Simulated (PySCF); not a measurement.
C3H7O, SMILES C(OC)[CH2], multiplicity 2. Atoms are numbered in the order given.

```xyz
11

C      1.4195    -0.0658     0.8139
C      0.6275    -0.5759    -0.3435
O     -0.4061     0.2983    -0.7544
C     -1.4697     0.3774     0.1656
H      1.9881    -0.7494     1.4509
H      1.6017     1.0096     0.9033
H      1.2760    -0.6913    -1.2356
H      0.2230    -1.5868    -0.1189
H     -1.1405     0.7506     1.1548
H     -2.2090     1.0759    -0.2505
H     -1.9541    -0.6091     0.3151
```
Charge 0, spin multiplicity 2.

Coordinates come from a TPSSh-D3(BJ)/def2-SVP optimisation. The isomer is the one that the SMILES or the coordinates give; other isomers of the formula were not compared. Other conformers were not sampled.

All values below come from PBE/def2-TZVP (PySCF).

ESP charges are fitted to the potential on shells at 1.4 to 2.0 van der Waals radii. Atomic charges (e):

```
atom  meta-Löwdin  Löwdin  Mulliken  ESP fit  Mulliken spin
----  -----------  ------  --------  -------  -------------
C1          -0.28   -0.20     -0.31      ___           1.04
C2          -0.01   -0.39     -0.01     0.23          -0.05
O3          -0.37    0.16     -0.25      ___           0.00
C4          -0.14   -0.38     -0.22    -0.17           0.01
H5           0.12    0.11      0.12      ___          -0.04
H6           0.13    0.12      0.13      ___          -0.03
H7           0.13    0.14      0.12     0.05           0.06
H8           0.10    0.12      0.08     0.04           0.02
H9           0.10    0.10      0.11     0.09           0.00
H10          0.13    0.11      0.13     0.12           0.00
H11          0.09    0.10      0.10     0.08           0.00
```

Problem. Some entries are withheld; supply them. (An estimate is asked for; the answer gives what the named calculation found.)

Solution. 
- C1, ESP fit: -0.44
- O3, ESP fit: -0.31
- H5, ESP fit: 0.14
- H6, ESP fit: 0.18

Computed Mayer and Wiberg (Löwdin basis) orders of the bonds:
```
bond    Mayer  Wiberg
------  -----  ------
C1–C2    1.06    1.47
C2–O3    1.04    1.49
O3–C4    1.01    1.54
C1–H5    0.94    0.94
C1–H6    0.95    0.94
C2–H7    0.92    0.85
C2–H8    0.94    0.86
C4–H9    0.96    0.93
C4–H10   0.97    0.93
C4–H11   0.96    0.93
```
